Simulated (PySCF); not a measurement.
# Radial density of O+ (oxygen, charge +1)

M06-L, [He] 2s2 2p3, high-spin 4S determinant. Calculation: PySCF 2.14, in def2-SVP (3s2p1d, 14 functions); no relativity, point nucleus.

| r (bohr) | 4πr²ρ (e/bohr) | 4πr²(ρα − ρβ) |
| --- | --- | --- |
| 0.00336 | 0.03990 | 0.0002 |
| 0.00566 | 0.1113 | 0.0005 |
| 0.00951 | 0.3034 | 0.0013 |
| 0.0160 | 0.7828 | 0.0033 |
| 0.0269 | 1.845 | 0.0077 |
| 0.0453 | 3.920 | 0.0164 |
| 0.0762 | 6.791 | 0.0339 |
| 0.128 | 8.598 | 0.0965 |
| 0.215 | 6.533 | 0.3845 |
| 0.362 | 3.269 | 1.1978 |
| 0.610 | 3.857 | 2.4641 |
| 1.03 | 4.032 | 2.2745 |
| 1.72 | 1.265 | 0.6832 |
| 2.90 | 0.1088 | 0.0714 |
| 4.88 | 0.0001544 | 0.0001 |
